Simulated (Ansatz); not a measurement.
`[CH3][Sn]([OH])([OH])[OH]` + HCl → `[OH][Sn]([OH])([OH])[Cl]` + CH₄  (ligand exchange at the Sn–C bond)

Isolated molecules relaxed with PBE0-D4/def2-TZVP in Ansatz; ΔE leaves out vibrations. CBS: MP2 limit from def2 TZ/QZ plus the TZ coupled-cluster correction, frozen cores. This one scheme is used for every species. Functionals use def2-TZVPP. B3LYP here is the variant with VWN-RPA as its local correlation; programs differ in this. Elements past krypton have def2 core potentials. For Sn outer-core shells are correlated without core-valence functions, which leaves a few kJ/mol of doubt a bond. One conformer a species, not always the lowest.

Q: Is it downhill or uphill in electronic energy at CCSD(T)/CBS, and by how much? (Estimate.)

A: Ansatz gave: Downhill: ΔE = -89.4 kJ/mol.

Q: What do these levels give: LDA (SPW92), revPBE-D4, r2SCANh-D4, ωB97M-V, PBE-QIDH, PBE, r2SCAN, B3LYP, CAM-B3LYP, MP2/def2-SVP, CCSD/def2-TZVPP, MP2/def2-QZVPP? (An estimate is asked.)

A: Ansatz gave: LDA (SPW92) -83.6, revPBE-D4 -92.8, r2SCANh-D4 -98.3, ωB97M-V -92.2, PBE-QIDH -92.7, PBE -92.1, r2SCAN -99.1, B3LYP -96.2, CAM-B3LYP -93.8, MP2/def2-SVP -100.4, CCSD/def2-TZVPP -86.2, MP2/def2-QZVPP -89.1 kJ/mol.

Largest T1 diagnostic among the species: 0.014.

From BLYP to BHLYP (50 % exact exchange), in def2-TZVPP and without D4, ΔE moves by −4.0 kJ/mol. In def2-TZVPP, CCSD(T) changes the Hartree–Fock value by +23.3 kJ/mol (the triples alone add +0.5 kJ/mol) and MP2 by +22.5 kJ/mol.
